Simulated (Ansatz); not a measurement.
Computed with Ansatz.

`C[Si]1(F)CBO1` at its PBE0-D4/def2-TZVP geometry, where that method's forces vanish. Charge 0, multiplicity 1.

```
atom   x (Å)   y (Å)   z (Å)
  C1   1.056   1.155   1.071
 Si2  -0.235   0.575  -0.110
  F3  -0.866   1.852  -0.824
  C4  -0.041  -0.925  -1.172
  B5  -1.187  -1.404  -0.165
  O6  -1.458  -0.322   0.638
  H7   1.836   1.713   0.549
  H8   1.519   0.310   1.585
  H9   0.612   1.813   1.823
 H10  -0.378  -0.822  -2.206
 H11   0.888  -1.495  -1.163
 H12  -1.746  -2.451  -0.026
```

Problem. For each bond, give half the difference of the two atoms' forces along it (eV/Å; positive pushes the atoms apart) under PBE-D4, r2SCAN-D4, B3LYP-D4, ωB97M-V in def2-TZVPP. (An estimate is asked.)

Solution. The calculation gave: 
```json
{"bond": "C1–Si2", "length (Å)": "1.843", "PBE-D4": "-0.15", "r2SCAN-D4": "-0.03", "B3LYP-D4": "-0.02", "ωB97M-V": "-0.05"}
{"bond": "C1–H7", "length (Å)": "1.092", "PBE-D4": "0.11", "r2SCAN-D4": "-0.01", "B3LYP-D4": "-0.04", "ωB97M-V": "-0.05"}
{"bond": "C1–H8", "length (Å)": "1.092", "PBE-D4": "0.10", "r2SCAN-D4": "-0.01", "B3LYP-D4": "-0.05", "ωB97M-V": "-0.04"}
{"bond": "C1–H9", "length (Å)": "1.093", "PBE-D4": "0.10", "r2SCAN-D4": "0.00", "B3LYP-D4": "-0.04", "ωB97M-V": "-0.05"}
{"bond": "Si2–F3", "length (Å)": "1.594", "PBE-D4": "0.47", "r2SCAN-D4": "0.05", "B3LYP-D4": "0.12", "ωB97M-V": "0.12"}
{"bond": "Si2–C4", "length (Å)": "1.848", "PBE-D4": "-0.04", "r2SCAN-D4": "-0.01", "B3LYP-D4": "0.09", "ωB97M-V": "0.03"}
{"bond": "Si2–O6", "length (Å)": "1.691", "PBE-D4": "0.46", "r2SCAN-D4": "0.09", "B3LYP-D4": "0.10", "ωB97M-V": "0.06"}
{"bond": "C4–B5", "length (Å)": "1.599", "PBE-D4": "-0.08", "r2SCAN-D4": "0.00", "B3LYP-D4": "0.15", "ωB97M-V": "0.16"}
{"bond": "C4–H10", "length (Å)": "1.092", "PBE-D4": "0.10", "r2SCAN-D4": "-0.01", "B3LYP-D4": "-0.07", "ωB97M-V": "-0.08"}
{"bond": "C4–H11", "length (Å)": "1.090", "PBE-D4": "0.09", "r2SCAN-D4": "-0.02", "B3LYP-D4": "-0.06", "ωB97M-V": "-0.07"}
{"bond": "B5–O6", "length (Å)": "1.374", "PBE-D4": "0.43", "r2SCAN-D4": "0.22", "B3LYP-D4": "0.12", "ωB97M-V": "0.16"}
{"bond": "B5–H12", "length (Å)": "1.196", "PBE-D4": "0.00", "r2SCAN-D4": "-0.06", "B3LYP-D4": "-0.24", "ωB97M-V": "-0.25"}
```

B3LYP here is the variant with VWN-RPA as its local correlation; programs differ in this.
